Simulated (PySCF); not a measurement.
# A small calculation by hand: chemical shift, span and skew from a shielding tensor

C3H7B, SMILES CBC=C. Atoms are numbered in the order given.

```xyz
11

B     -0.7478     0.6285     0.0000
H     -1.8725     1.0842     0.0000
C      0.4419     1.6492     0.0000
H      1.4571     1.2246     0.0000
H      0.3441     2.3191     0.8748
H      0.3441     2.3191    -0.8748
C     -0.5902    -0.9195     0.0000
C      0.6010    -1.5477     0.0000
H     -1.4870    -1.5530     0.0000
H      0.6944    -2.6400     0.0000
H      1.5429    -0.9883     0.0000
```

Geometry: B3LYP-D3(BJ)/def2-SVP. This is a generated structure with no PubChem entry under its InChIKey; it may be hypothetical. One conformer was computed; it need not be the lowest.

GIAO shieldings from PySCF with PBE0/pcSseg-1, non-relativistic, no solvent. The symmetric part of the tensor of C8 has the principal values -92.6, 21.6, 164.6 ppm. The same nucleus in TMS has σ = 186.3 ppm at this level (PySCF, at its B3LYP-D3(BJ)/def2-TZVP geometry).

Q: Work out the isotropic shielding, the ¹³C shift against TMS, the span and the skew.

A: 
σ(iso) = (σ11 + σ22 + σ33)/3 = 31.2 ppm. δ = σ(ref) − σ(iso) = 186.3 − (31.2) = 155.1 ppm.
Span Ω = σ33 − σ11 = 257.2 ppm. Skew κ = 3(σ(iso) − σ22)/Ω = 0.11. Tumbling in solution averages the tensor to δ; in a static solid the shielding alone would spread this spin-1/2 line over Ω.
